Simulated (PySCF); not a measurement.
Al2H4O4, SMILES [OH][Al]([OH])[Al]([OH])[OH]. Heavy atoms are numbered as in [Al:1]([OH:2])([OH:3])[Al:4]([OH:5])[OH:6]. Hydrogens are named by the atom that carries them.

Geometry: B3LYP-D3(BJ)/def2-SVP. The structure was generated by enumeration; whether it is a known compound was not checked. Other conformers were not sampled.

Level of theory: PBE/def2-TZVP (PySCF).

Atomic charges (e), one atom of each kind:

```csv
atom,Löwdin,IAO
Al1,-0.11,(withheld)
O2 (OH),-0.11,(withheld)
H on O2,0.17,(withheld)
```

Task: Fill in the missing entries. (An estimate is asked for; the answer gives what the named calculation found.)

Result: 
- Al1, IAO: 0.88
- O2 (OH), IAO: -0.80
- H on O2, IAO: 0.35
